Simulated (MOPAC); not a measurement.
A run for MOPAC: AM1 on AsH, 2S+1 = 3, a point of a bond scan (R = 1.843 Å).

```
AM1 1SCF PRECISE CHARGE=0 UHF MS=1 THREADS=1
AsH

As    -0.00000000 1    -0.00000000 1    -0.04516336 1
H      0.00000000 1     0.00000000 1     1.79750168 1
```

Program output:

```
*******************************************************************************
 **                                                                           **
 **                              MOPAC v23.2.5                                **
 **                                                                           **
 *******************************************************************************
 ** MOPAC's Digital Object Identifier: https://doi.org/10.5281/zenodo.6511958 **
 **                                                                           **
 ** Please cite the open-source release paper for use of this MOPAC version:  **
 ** J. E. Moussa and J. J. P. Stewart (2026)                                  **
 ** MOPAC: An open-source semiempirical molecular orbital program             **
 ** J. Open Source Softw., 11(119), 8025, https://doi.org/10.21105/joss.08025 **
 *******************************************************************************

                              AM1 CALCULATION RESULTS

 *******************************************************************************
 *  AM1        - The AM1 Hamiltonian to be used
 *  UHF        - UNRESTRICTED HARTREE-FOCK CALCULATION
 *
 *
 *
 *                 CHARGE ON SYSTEM = 0
 *
 *
 *
 *  MS=        - IN MECI, MAGNETIC COMPONENT OF SPIN =  1.0
 *  PRECISE    - TIGHTER CRITERIA TO BE USED
 *  1SCF       - DO 1 SCF AND THEN STOP
 *  THREADS=1  - MULTI-THREADING NOT USED
 *  T=         - A TIME OF 172800.0 SECONDS REQUESTED
 *  DUMP=N     - RESTART FILE WRITTEN EVERY 7200.0 SECONDS REQUESTED
 *******************************************************************************
AM1 1SCF PRECISE CHARGE=0 UHF MS=1 THREADS=1
 AsH

   ATOM   CHEMICAL          X               Y               Z
  NUMBER   SYMBOL      (ANGSTROMS)     (ANGSTROMS)     (ANGSTROMS)

     1      As         -0.00000000  *  -0.00000000  *  -0.04516336  *
     2       H          0.00000000  *   0.00000000  *   1.79750168  *



          CARTESIAN COORDINATES

    NO.       ATOM           X           Y           Z

     1        As         -0.0000     -0.0000     -0.0452
     2         H          0.0000      0.0000      1.7975

  H: (AM1): M.J.S. DEWAR ET AL, J. AM. CHEM. SOC. 107 3902-3909 (1985)
 As: (AM1): J. J. P. STEWART, J. MOL. MOD., 10, 155-164 (2004)

           Empirical Formula: H As  =     2 atoms



      MOLECULAR POINT GROUP   :   C*v


          UHF CALCULATION, NO. OF ALPHA ELECTRONS =    4
                           NO. OF BETA  ELECTRONS =    2

 -------------------------------------------------------------------------------
 AM1 1SCF PRECISE CHARGE=0 UHF MS=1 THREADS=1
 AsH



     1SCF WAS SPECIFIED, SO BFGS WAS NOT USED
     SCF FIELD WAS ACHIEVED


                              AM1 CALCULATION
                                                       MOPAC v23.2.5 Linux




          FINAL HEAT OF FORMATION =         67.22163 KCAL/MOL =     281.25532 KJ/MOL


          COSMO AREA              =         66.17 SQUARE ANGSTROMS
          COSMO VOLUME            =         49.27 CUBIC ANGSTROMS

          IONIZATION POTENTIAL    =          9.230199 EV
          ALPHA SOMO LUMO (EV)    =         -9.230  0.648
          BETA  SOMO LUMO (EV)    =        -10.899 -1.200
          NO. OF ALPHA ELECTRONS  =          4
          NO. OF BETA  ELECTRONS  =          2
          MOLECULAR WEIGHT        =         75.9295         POINT GROUP:  C*v

          MOLECULAR DIMENSIONS (Angstroms)

            Atom       Atom       Distance
            H     2   As     1     1.84267
            H     2   As     1     0.00000
           As     1    H     2     0.00000


          SCF CALCULATIONS        =          1





   ATOM   CHEMICAL          X               Y               Z
  NUMBER   SYMBOL      (ANGSTROMS)     (ANGSTROMS)     (ANGSTROMS)

     1      As         -0.00000000  *  -0.00000000  *  -0.04516336  *
     2       H          0.00000000  *   0.00000000  *   1.79750168  *

                             CARTESIAN COORDINATES

   1   As       -0.000000000    -0.000000000    -0.045163360
   2    H        0.000000000     0.000000000     1.797501680


           Empirical Formula: H As  =     2 atoms



      MOLECULAR POINT GROUP   :   C*v


          ALPHA EIGENVALUES
 -17.96398 -10.95979  -9.23020  -9.23020   0.64813


           BETA EIGENVALUES
 -16.80464 -10.89931  -1.19955  -1.19955   0.61226


              NET ATOMIC CHARGES AND DIPOLE CONTRIBUTIONS

  ATOM NO.   TYPE          CHARGE      No. of ELECS.   s-Pop       p-Pop
    1         As           0.043674        4.9563     1.97323     2.98310
    2          H          -0.043674        1.0437     1.04367
 DIPOLE           X         Y         Z       TOTAL
 POINT-CHG.     0.000     0.000    -0.387     0.387
 HYBRID        -0.000    -0.000     1.008     1.008
 SUM           -0.000    -0.000     0.622     0.622


          ATOMIC ORBITAL ELECTRON POPULATIONS

     Atom    s        px        py        pz
    1 As   1.97323   1.00000   1.00000   0.98310
    2  H   1.04367


                    (SZ)    =    1.000000
                    (S**2)  =    2.006497


          ATOMIC ORBITAL SPIN POPULATIONS

    Atom   Total    s     px     py     pz
         Atomic
    1 As  2.0802  0.000  1.000  1.000  0.080
    2  H -0.0802 -0.080

 **********************
 *                    *
 * JOB ENDED NORMALLY *
 *                    *
 **********************




 == MOPAC DONE ==
```

The run finished.

Cost: about 0.020 core-seconds (a rough figure).
